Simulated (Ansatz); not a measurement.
The same path of CH₈AlNOSiSn (14 atoms, charge 0, multiplicity 1) was run twice with different band settings. The coordinate that changes most is the dihedral Si4–Al5–Sn6–H13.

All numbers below come from RHF/def2-SVP in Ansatz.

Relaxed end points:

```xyz
14
Properties=species:S:1:pos:R:3
N 0.021 -0.989 -1.235
C 0.716 -1.948 -0.745
O 0.783 -2.215 0.495
Si -0.117 -1.256 1.720
Al -1.060 0.229 -0.055
Sn -0.015 2.727 -0.249
H 0.077 -0.913 -2.234
H 1.300 -2.601 -1.391
H -0.895 -2.302 2.425
H 0.964 -0.841 2.645
H -2.592 0.031 -0.432
H 1.384 2.772 -1.263
H -1.088 3.900 -0.910
H 0.508 3.378 1.258
```

```xyz
14
Properties=species:S:1:pos:R:3
N 0.222 -1.014 -1.192
C 0.852 -1.950 -0.584
O 0.741 -2.188 0.659
Si -0.348 -1.225 1.716
Al -1.037 0.209 -0.212
Sn -0.016 2.717 -0.315
H 0.418 -0.962 -2.175
H 1.534 -2.606 -1.121
H -1.208 -2.273 2.315
H 0.574 -0.776 2.786
H -2.495 -0.015 -0.805
H 0.162 3.311 -1.926
H -0.973 3.893 0.502
H 1.559 2.848 0.380
```

Common settings: climbing image yes; spring 5.0 eV/Å²; optimiser quadratic models (default); start path through a guess of the saddle point; force threshold 0.05 eV/Å; iteration limit 60; end points relaxed.

| run | movable images |
| --- | --- |
| 1 | 5 |
| 2 | 1 |

Q: What does each run give, and how far can it be trusted?

A: Run 1: converged after 30 iterations, highest image 0.000 eV above the first end. The top lies less than 8 meV above the higher end, about what the thresholds resolve: that end is a shoulder or a very shallow well. A vibrational analysis at the climbing image gives one clearly imaginary mode, 48i cm⁻¹: a first-order saddle point.
Run 2: converged after 17 iterations, highest image 0.000 eV above the first end. The highest image is an end point: on this band no image between the ends rises above it. So few images can step over the top or miss a turn of the path.
